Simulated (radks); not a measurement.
Results of a calculation; reference values are marked as such.
Isoelectronic series with 39 electrons, each ion in its NIST ground configuration. Code: a radial shooting solver on a logarithmic mesh with Libxc functionals. Model: Dirac Kohn-Sham, PBE, spin-unpolarised, spherical densities, point nucleus; open shells fill j = l - 1/2 first. Total energies (hartree) and orbital eigenvalues (hartree) (* marks an orbital that is empty in some or all of the ions):

Nb2+: configuration [Kr] 4d3; E (hartree) -3819.36408; 4d5/2* -0.69668; 4d3/2 -0.70399; 4p3/2 -1.87765; 4p1/2 -1.95582; 4s1/2 -2.78435
Tc4+: configuration [Kr] 4d3; E (hartree) -4282.85173; 4d5/2* -1.79639; 4d3/2 -1.81062; 4p3/2 -3.28668; 4p1/2 -3.40067; 4s1/2 -4.37396
Rh6+: configuration [Kr] 4d3; E (hartree) -4775.94304; 4d5/2* -3.22066; 4d3/2 -3.24399; 4p3/2 -5.01405; 4p1/2 -5.17430; 4s1/2 -6.29740
Ag8+: configuration [Kr] 4d3; E (hartree) -5298.84624; 4d5/2* -4.93720; 4d3/2 -4.97222; 4p3/2 -7.03040; 4p1/2 -7.24871; 4s1/2 -8.52483
In10+: configuration [Kr] 4d3; E (hartree) -5851.82898; 4d5/2* -6.93170; 4d3/2 -6.98143; 4p3/2 -9.32371; 4p1/2 -9.61351; 4s1/2 -11.04525
Sb12+: configuration [Kr] 4d3; E (hartree) -6435.20053; 4d5/2* -9.19621; 4d3/2 -9.26410; 4p3/2 -11.88772; 4p1/2 -12.26428; 4s1/2 -13.85402
I14+: configuration [Kr] 4d3; E (hartree) -7049.30577; 4d5/2* -11.72574; 4d3/2 -11.81571; 4p3/2 -14.71881; 4p1/2 -15.19944; 4s1/2 -16.94951
